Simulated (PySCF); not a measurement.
C4H6BFO, SMILES CC#CB(F)CO.

Geometry: B3LYP-D3(BJ)/def2-SVP. The structure was generated by enumeration, and PubChem lists no compound with its InChIKey, so it may never have been made. The values are those of a single conformer.

Vertical ionisation energy (IE) and electron affinity (EA) in eV. Rows of orbital energies are one-electron estimates. Where ΔSCF, EOM or ADC give a negative EA the extra electron is unbound and the value depends on the basis.

| level | IE | EA |
|---|---|---|
| −ε(HOMO), −ε(LUMO), PBE0/def2-TZVP (PySCF) | … | … |
| −ε(HOMO), −ε(LUMO), PBE/def2-TZVP (PySCF) | 6.22 | 2.06 |

**Question.** What belongs in the gaps? (Estimate from the structure and the level; the computed values follow.)

**Answer.** 
- −ε(HOMO), −ε(LUMO), PBE0/def2-TZVP (PySCF), IE: 7.66
- −ε(HOMO), −ε(LUMO), PBE0/def2-TZVP (PySCF), EA: 1.15
